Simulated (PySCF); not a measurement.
**Which determinant of BiBr lies lowest?**

Unrestricted PBE0; Bi cc-pVTZ-PP with ECP60, Br cc-pVTZ-PP with ECP10; scalar-relativistic core potentials (PySCF 2.14). Outer shells of the fragments: Bi 5d10 6s2 6p3; Br 3d10 4s2 4p5.

Followed along the bond (rough minima from three points):

```tsv
2Ms+1	unpaired	⟨S²⟩ at the start	R at minimum (Å)	Te (eV)
3	π ↑↑	2.01	2.59	0.00
1	π ↑↓	1.01	2.59	0.30
1	none	0.00	2.58	1.13
5	σ ↑, π ↑↑↑	6.01	none in the scan	≤ 3.81
```

Solutions found at the starting distance of 2.575 Å, counted from the lowest of them; the search is not exhaustive and high or unbound solutions are not listed, so other states can lie among these:

| 2Ms+1 | unpaired | term | E (eV) | ⟨S²⟩ | ⟨Lz²⟩ | μ (D) |
| --- | --- | --- | --- | --- | --- | --- |
| 3 | π ↑↑ | ³Σ⁻ | 0.00 | 2.01 | 0.00 | -2.65 |
| 1 | π ↑↓ | mixed | 0.30 | 1.01 | 2.02 | -2.57 |
| 1 | none | mixed | 1.13 | 0.00 | 2.01 | -2.32 |
| 3 | σ ↑, π ↑ | ³Π | 2.48 | 2.01 | 1.01 | -2.35 |
| 1 | σ ↓, π ↑ | mixed | 2.73 | 1.01 | 1.01 | -2.23 |
| 3 | π ↑↑ | mixed | 4.39 | 2.01 | 2.02 | 2.87 |
| 5 | σ ↑, π ↑↑↑ | ⁵Π | 4.74 | 6.01 | 1.01 | 2.50 |
| 3 | σ ↑, π ↑ | ³Π | 4.74 | 2.01 | 1.01 | 1.19 |
| 1 | σ ↓, π ↑ | mixed | 4.88 | 1.01 | 1.01 | 1.27 |
| 5 | σ ↑↑, π ↑↑ | ⁵Σ⁻ | 4.88 | 6.00 | 0.00 | 0.89 |

A term symbol is given only where ⟨S²⟩ and ⟨Lz²⟩ are close to those of a pure state; real π, δ and φ orbitals otherwise mix terms. A positive dipole means Bi(−)Br(+).

Spin–orbit coupling is left out, which matters for elements this heavy, above all for dissociation energies. Counting both spins, an empty level lies below a filled one in some of these solutions, because spin and occupation are held.
